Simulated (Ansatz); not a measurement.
Computed with Ansatz on PBE0-D4/def2-TZVP structures; ΔE is electronic, products minus reactants. CCSD(T)/CBS is the MP2 limit (def2-TZVPP, def2-QZVPP) plus CCSD(T) − MP2 in def2-TZVPP, frozen cores. This one scheme is used for every species. DFT in def2-TZVPP. For Br outer-core shells are correlated without core-valence functions, which leaves a few kJ/mol of doubt a bond. Scalar relativity is left out up to krypton. One conformer a species, not always the lowest.

`OB(F)Br` + CH₃OH → `COB(O)Br` + H–F  (ligand exchange at a B–F bond)

`OB(F)Br`:

Z-matrix (Å, degrees):
```
B
O 1 1.340
Br 1 1.930 2 122.4
F 1 1.314 2 119.1 3 180.0
H 2 0.960 1 113.9 3 -0.0
```

CH₃OH:

Z-matrix (Å, degrees):
```
C
O 1 1.409
H 1 1.097 2 112.4
H 1 1.090 2 107.0 3 -118.5
H 1 1.097 2 112.4 3 123.0
H 2 0.959 1 108.5 3 -61.6
```

`COB(O)Br`:

Cartesian coordinates in Å:
```
C -0.617 1.331 0.065
O -0.266 0.119 0.703
B 0.369 -0.898 0.111
O 0.647 -2.004 0.832
Br 0.902 -0.817 -1.772
H -1.287 1.150 -0.778
H 0.272 1.854 -0.295
H -1.125 1.947 0.805
H 1.103 -2.681 0.329
```

H–F:

```xyz
2

F     0.311   -0.270    0.205
H    -0.311    0.270   -0.205
```

```
   species  CAM-B3LYP-D4 energy (Eh)
 `OB(F)Br`               -2774.98853
     CH₃OH                -115.72582
`COB(O)Br`               -2790.24359
       H–F                -100.46752
```

(1) Work out ΔE.

Largest T1 diagnostic among the species: 0.011.

Results:

(1) ΔE = (-2790.24359) + (-100.46752) − (-2774.98853) − (-115.72582) = 0.00324 Eh = +2.0 kcal/mol. CCSD(T)/CBS gives +0.2 kcal/mol.

At CCSD(T), def2-SVP lies +2.3 kcal/mol from the extrapolated value and def2-TZVPP +0.7 kcal/mol. From BLYP to BHLYP (50 % exact exchange), in def2-TZVPP and without D4, ΔE moves by −0.8 kcal/mol.
